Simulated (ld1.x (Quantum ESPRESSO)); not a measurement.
## Varying the TM potential for manganese

Base potential:

| Quantity | Value |
| --- | --- |
| Element | manganese (Mn) |
| Generator | ld1.x (Quantum ESPRESSO) 7.5 |
| Type | norm-conserving Troullier–Martins (Kleinman–Bylander form) |
| Functional | LDA (PZ) |
| Relativity | scalar-relativistic |
| Frozen core | [Ar] |
| Valence charge | 7 |
| Reference configuration | 3d5 4s2 4p0 |
| Partial waves | 4s (bound): rc 2.10 bohr; 4p (bound, empty): rc 1.10 bohr; 3d (bound): rc 1.35 bohr |
| Local potential | the d channel |
| Core correction | none |

Cutoffs, loose and tight: the cutoffs (Ry, on a coarse ladder) from which the occupation-weighted sum of valence levels, in a spherical-Bessel basis at the reference potential, stays within 10 and 1 mRy of its value at 400 Ry. They do not see the model core or the augmentation charge, which bear on the density cutoff. Test errors are all-electron minus pseudo excitation energies from the reference, over the configurations 3d5 4s1 4p0; 3d5 4s0 4p0; 3d4 4s0 4p0; 3d5 4s0 4p2; 3d5.5 4s1.5 4p0; 3d5 4s0 4p1; 3d3 4s0 4p0 (two spin-polarised tests are not counted in the largest error). A dash means not determined; rows that change the core or the reference have their own tests. The largest error is taken over the tests solved by every variant that gives reliable tests at all: 3d3 4s0 4p0; 3d4 4s0 4p0; 3d5 4s0 4p0; 3d5 4s1 4p0; 3d5.5 4s1.5 4p0.

A true bound ghost makes a file unfit for plane-wave use even where its test errors are small: the radial tests pick states by their node count and pass the ghost by. Where a test does run into it, the solver fails or the error is huge.

For the base: The 4p radius (1.10 bohr) lies inside the outermost node of the all-electron wave (1.16 bohr), which a nodeless pseudo-wave cannot match soundly.

```csv
change,outcome,"cutoff, loose","cutoff, tight",bound ghosts,largest test error (meV)
base,generated,120 Ry,140 Ry,"s, p",-369
wave 4s (bound): rc 2.10 bohr becomes 4s (bound): rc 1.42 bohr,generated,120 Ry,180 Ry,"p, s",-870
wave 4s (bound): rc 2.10 bohr becomes 4s (bound): rc 1.60 bohr,generated,120 Ry,140 Ry,"p, s",-697
wave 4s (bound): rc 2.10 bohr becomes 4s (bound): rc 2.06 bohr,generated,120 Ry,140 Ry,"s, p",-369
wave 4s (bound): rc 2.10 bohr becomes 4s (bound): rc 2.26 bohr,generated,120 Ry,140 Ry,"s, p",-346
```

Problem. What comes out with this change to the base: wave 4s (bound): rc 2.10 bohr becomes 4s (bound): rc 2.60 bohr?

Solution. outcome: generated; cutoff, loose: 120 Ry; cutoff, tight: 140 Ry; bound ghosts: s, p; largest test error (meV): -418.

Problem. What comes out with this change to the base: wave 4s (bound): rc 2.10 bohr becomes 4s (bound): rc 3.10 bohr?

Solution. outcome: generated; cutoff, loose: 120 Ry; cutoff, tight: 140 Ry; bound ghosts: s, p; largest test error (meV): -773.

Problem. What comes out with this change to the base: wave 4s (bound): rc 2.10 bohr becomes 4s (bound): rc 2.88 bohr?

Solution. outcome: generated; cutoff, loose: 120 Ry; cutoff, tight: 140 Ry; bound ghosts: s, p; largest test error (meV): -581.

Reading the sweep of the s radius (base included, trends over the rows without a ghost): Bound ghosts are found at 1.42, 1.6, 2.06, 2.1, 2.26, 2.6, 2.88, 3.1 bohr. Every judged row has one, so this setting neither creates nor removes them.
